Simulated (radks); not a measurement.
Species: Mn XV. Configuration: [Ne] 3s1. Calculated with a radial shooting solver on a logarithmic mesh with Libxc functionals: Dirac Kohn-Sham, exchange-only PBE, spin-unpolarised, spherical densities, finite nucleus; Fermi nuclear charge, rms radius 3.7057 fm.

Unscreened Slater integrals over Kohn-Sham orbitals (hartree). Large and small components are both included.

integral           value
F0(3s1/2,3s1/2)   1.2652
F0(3s1/2,2p3/2)   1.6602
G1(3s1/2,2p3/2)  0.16596
F0(3s1/2,2p1/2)   1.6631
G1(3s1/2,2p1/2)  0.16634
F0(3s1/2,2s1/2)   1.6297
G0(3s1/2,2s1/2)  0.13263
F0(2p3/2,2p3/2)   3.7458
F2(2p3/2,2p3/2)   1.7694
F0(2p3/2,2p1/2)   3.7679
G2(2p3/2,2p1/2)   1.7685
F0(2p3/2,2s1/2)   3.4648
G1(2p3/2,2s1/2)   2.0004
F0(2p1/2,2p1/2)   3.7906
F0(2p1/2,2s1/2)   3.4814
G1(2p1/2,2s1/2)   1.9951
F0(2s1/2,2s1/2)   3.2827
